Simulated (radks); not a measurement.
Task: Radial electron density D(r) = 4 pi r^2 rho(r) of an atom or ion with 33 electrons. Method: non-relativistic Kohn-Sham, r2SCAN, spin-polarised, spherical densities, point nucleus; meta-GGA in the generalised Kohn-Sham scheme; computed with a radial shooting solver on a logarithmic mesh with Libxc functionals.

r (bohr),D(r) (e/bohr),spin D(r)
0.005202,5.962,-0.000134
0.00596,7.445,-0.000160
0.006828,9.229,-0.000185
0.007886,11.48,-0.000207
0.009035,13.97,-0.000213
0.01035,16.82,-0.000192
0.01186,20.00,-0.000122
0.01359,23.45,0.0000326
0.01557,27.05,0.000326
0.01783,30.63,0.000840
0.02043,33.99,0.00169
0.0236,37.00,0.00314
0.02703,39.06,0.00526
0.03097,40.11,0.00840
0.03548,40.05,0.0129
0.04065,38.93,0.0191
0.04658,37.04,0.0273
0.05336,34.91,0.0376
0.06113,33.25,0.0499
0.0706,32.79,0.0639
0.08089,34.09,0.0764
0.09267,37.08,0.0855
0.1062,41.12,0.0881
0.1216,44.99,0.0809
0.1394,47.22,0.0627
0.1597,46.65,0.0354
0.1829,42.97,0.00564
0.2113,36.67,-0.0163
0.242,30.38,-0.0148
0.2773,25.89,0.0167
0.3177,24.50,0.0745
0.364,26.03,0.143
0.417,28.87,0.191
0.4777,30.78,0.194
0.5473,30.14,0.142
0.6321,26.37,0.0530
0.7242,20.89,-0.0158
0.8297,15.04,-0.0149
0.9506,10.07,0.0949
1.089,6.598,0.322
1.248,4.597,0.635
1.429,3.632,0.971
1.638,3.178,1.25
1.891,2.821,1.40
2.167,2.407,1.38
2.483,1.896,1.22
2.844,1.358,0.952
3.259,0.8766,0.663
3.733,0.5054,0.408
4.277,0.2578,0.220
4.9,0.1149,0.103
5.659,0.04164,0.0387
6.484,0.01356,0.0129
7.428,0.003699,0.00360
8.511,0.0008284,0.000815

What is the nuclear charge?

Result: Z = 33. The innermost maximum, from 1s, lies near 1/Z = 0.0303 bohr (found: 0.0330), and its height grows with Z. The density is that of neutral arsenic in [Ar] 3d10 4s2 4p3; the configuration itself is not fixed sharply by these data, and Z only to about a unit. D(r) has 3 maxima, at r = 0.0330, 0.145, 0.497 bohr, and minima at 0.0684, 0.315 bohr, inside which lie 2.09, 11.03 electrons.
